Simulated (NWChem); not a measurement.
System meant: CH$_{7}$FSi$_{2}$; SMILES FC([SiH3])[SiH3]

Here is an NWChem input.

```
start job
memory heap 200 mb stack 900 mb global 1100 mb
geometry units angstroms noautosym nocenter noautoz
  F     -1.679658    -0.168193     0.000000
  C     -0.416064     0.434325     0.000000
  Si     0.470200    -0.053553    -1.612649
  Si     0.470200    -0.053553     1.612649
  H     -0.556172     1.532647     0.000000
  H     -0.366598     0.344023    -2.782272
  H      1.787702     0.650426    -1.671688
  H      0.691406    -1.528901    -1.640103
  H     -0.366598     0.344023     2.782272
  H      1.787702     0.650426     1.671688
  H      0.691406    -1.528901     1.640103
end
basis spherical
  F library def2-svp
  C library def2-svp
  Si library def2-svp
  H library def2-svp
end
dft
  xc m06-l
  iterations 150
end
property
  shielding 7 1 2 3 5 6 7 8
end
task dft property
```

End of the output:

```
 Vector   28  Occ=0.000000D+00  E= 3.063355D-02
              MO Center=  4.0D-01,  1.8D-01,  8.6D-09, r^2= 5.7D+00
   Bfn.  Coefficient  Atom+Function         Bfn.  Coefficient  Atom+Function
  ----- ------------  ---------------      ----- ------------  ---------------
    40      0.838250   3 Si py               58      0.838250   4 Si py
    81      0.694418   8 H  s                96      0.694418  11 H  s
    71     -0.528294   6 H  s                86     -0.528294   9 H  s
    76     -0.271894   7 H  s                91     -0.271894  10 H  s
    39     -0.254134   3 Si px               57     -0.254134   4 Si px

 center of mass
 --------------
 x =  -0.13863361 y =  -0.01030473 z =   0.00000000

 moments of inertia (a.u.)
 ------------------
         654.586045581816          -3.041986823396          -0.000000000000
          -3.041986823396         884.563381212284           0.000000000000
          -0.000000000000           0.000000000000         309.462867221601

     Multipole analysis of the density
     ---------------------------------

     L   x y z        total         alpha         beta         nuclear
     -   - - -        -----         -----         ----         -------
     0   0 0 0     -0.000000    -25.000000    -25.000000     50.000000

     1   1 0 0      0.402414      0.937121      0.937121     -1.471828
     1   0 1 0      0.335109      0.114196      0.114196      0.106717
     1   0 0 1     -0.000000     -0.000000     -0.000000     -0.000000

     2   2 0 0    -33.284223    -89.038899    -89.038899    144.793575
     2   1 1 0     -0.607635     -0.053776     -0.053776     -0.500083
     2   1 0 1     -0.000000     -0.000000     -0.000000      0.000000
     2   0 2 0    -30.213155    -32.200595    -32.200595     34.188034
     2   0 1 1      0.000000      0.000000      0.000000      0.000000
     2   0 0 2    -30.748241   -192.621866   -192.621866    354.495492

          -----------------------------------------
          Chemical Shielding Tensors (GIAO, in ppm)
          -----------------------------------------

 ------------------------------------------------------------------------
  xm06: d2 not coded                    0
 ------------------------------------------------------------------------
 ------------------------------------------------------------------------
  current input line :
    29: task dft property
 ------------------------------------------------------------------------
 ------------------------------------------------------------------------
 This error has not yet been assigned to a category
 ------------------------------------------------------------------------
 For more information see the NWChem manual at https://nwchemgit.github.io

0: xm06: d2 not coded:Received an Error in Communication
```

Q: Find the fault in this run and fix the input.

A: The program stopped with an error. Cause: this functional's second derivatives, which shieldings need, aren't coded here; the fix takes a hybrid GGA instead. This input runs:
```
start job
memory heap 200 mb stack 900 mb global 1100 mb
geometry units angstroms noautosym nocenter noautoz
  F     -1.679658    -0.168193     0.000000
  C     -0.416064     0.434325     0.000000
  Si     0.470200    -0.053553    -1.612649
  Si     0.470200    -0.053553     1.612649
  H     -0.556172     1.532647     0.000000
  H     -0.366598     0.344023    -2.782272
  H      1.787702     0.650426    -1.671688
  H      0.691406    -1.528901    -1.640103
  H     -0.366598     0.344023     2.782272
  H      1.787702     0.650426     1.671688
  H      0.691406    -1.528901     1.640103
end
basis spherical
  * library def2-svp
end
dft
  xc pbe0
  iterations 150
end
property
  shielding 7 1 2 3 5 6 7 8
end
task dft property
```
It converges to -720.42521 Ha (PBE0/def2-SVP, GIAO).
